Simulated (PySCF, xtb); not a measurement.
C2H4F2, SMILES FCCF. One conformer was computed; it need not be the lowest.

Harmonic wavenumbers (cm⁻¹) from xtb with GFN2-xTB at its own minimum, in rising order: 91, 335, 454, 869, 910, 1058, 1066, 1085, 1198, 1237, 1304, 1333, 1416, 1420, 2958, 2962, 2965, 2977.

Task: What does PBE-D3(BJ)/def2-SVP run with PySCF give at its own minimum? (The exact figures need the calculation; the answer reports its results.)

Result: 153, 317, 480, 860, 885, 1082, 1092, 1113, 1219, 1262, 1350, 1388, 1419, 1427, 2942, 2952, 3001, 3014. Paired by order, the mean absolute difference is 26 cm⁻¹ and the zero-point energies are 36.7 and 37.1 kcal/mol.
